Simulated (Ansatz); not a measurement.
Job for Ansatz (a quantum-chemistry and plane-wave program): SC-NEVPT2 on SA-CASSCF(8,8)/cc-pVDZ on C7H6 (SMILES [CH]c1ccccc1), 2S+1 = 3, a spin state set in the input, which need not be the lowest.

Ansatz 0.2 input:
```yaml
crystal:
  periodic: [false, false, false]
  atoms:
    - {symbol: C, position_ang: [2.42094540, -0.19841982, -0.15090059]}
    - {symbol: C, position_ang: [1.04308122, -0.09836301, -0.06531552]}
    - {symbol: C, position_ang: [0.21327508, -1.25369874, -0.04200384]}
    - {symbol: C, position_ang: [-1.15836290, -1.13714912, 0.04358802]}
    - {symbol: C, position_ang: [-1.76385197, 0.11907850, 0.10935123]}
    - {symbol: C, position_ang: [-0.97142988, 1.26796566, 0.08814882]}
    - {symbol: C, position_ang: [0.40227646, 1.17414716, 0.00295988]}
    - {symbol: H, position_ang: [3.24080011, 0.50197016, -0.18417666]}
    - {symbol: H, position_ang: [0.67988558, -2.22825158, -0.09283326]}
    - {symbol: H, position_ang: [-1.76991597, -2.03034505, 0.05979913]}
    - {symbol: H, position_ang: [-2.84032873, 0.20199359, 0.17632601]}
    - {symbol: H, position_ang: [-1.43673400, 2.24435826, 0.13894202]}
    - {symbol: H, position_ang: [1.01069258, 2.06891088, -0.01302525]}
basis:
  gaussian:
    orbitals: cc-pVDZ
magnetization: {spin_polarized: false, initial_magnetization: 2}
correlation: {method: sc_nevpt2, electrons: outside_noble_gas, active_space: {window: {electrons: 8, orbitals: 8}, states: [{multiplicity: 1, weights: [1]}, {multiplicity: 3, weights: [1]}]}}
output: {orbitals: {seedname: ./end}}
```

The log:

```
WARN ansatz: RAYON_NUM_THREADS=6 ignored (pool sized by the plan → 6); use --threads N
Functional definition: HF
integrals: 0.15 GiB planned
2468 factors; integrals over basis functions are off by at most 1.8e-7 eV
mean field: 0.89 GiB planned
mean field evaluation 1: about -7301.9158 eV, gradient 3.1e1 eV
mean field evaluation 2: about -7301.9202 eV, gradient 3.1e1 eV
mean field evaluation 4: about -7305.7679 eV, gradient 6.8e0 eV
mean field evaluation 8: about -7306.0800 eV, gradient 1.8e-1 eV
mean field -7306.07991756 eV, -268.4934847314 hartree, gradient 1.6e-6 eV, S^2 2.000000; 0 other end points of the search recorded, 0 dependent functions left out
reference -7306.07991756 eV, -268.4934847314 hartree; 25, 23 occupied and 103, 105 virtual orbitals, 2468 factors
configuration interaction: 0.50 GiB planned
configuration interaction: 0.07 GiB planned
state -7307.19167783 eV, -268.5343411677 hartree
state -7307.19167783 eV, -268.5343411677 hartree; corrected -7328.89735593 eV, -269.3320101254 hartree
configuration interaction: 0.04 GiB planned
state -7308.24290862 eV, -268.5729731870 hartree
state -7308.24290862 eV, -268.5729731870 hartree; corrected -7329.91216759 eV, -269.3693037662 hartree
configuration interaction: 0.07 GiB planned
state -7306.90179585 eV, -268.5236882015 hartree
state -7306.90179585 eV, -268.5236882015 hartree; corrected -7328.63850156 eV, -269.3224974027 hartree
configuration interaction: 0.04 GiB planned
state -7307.94500406 eV, -268.5620253963 hartree
state -7307.94500406 eV, -268.5620253963 hartree; corrected -7329.57448007 eV, -269.3568939784 hartree
state -7307.19167783 eV, -268.5343411677 hartree; corrected -7328.89735593 eV, -269.3320101254 hartree
state -7308.24290862 eV, -268.5729731870 hartree; corrected -7329.91216759 eV, -269.3693037662 hartree
2 active orbitals were swapped for others, from the solution at -7307.42339452 eV, -268.5428565991 hartree to that at -7307.71729323 eV, -268.5536571773 hartree; typed "places" are swapped only where nearly empty or full, and so, without "given_window_search", are "orbital_numbers", "shells" and a window whose orbitals a file names under [Active]
Total energy: -7329.40476176 eV, -269.3506569458 hartree
```

Self-consistency was reached. The last total energy is the mean of the averaged states.

Cost: roughly 4 core-minutes.
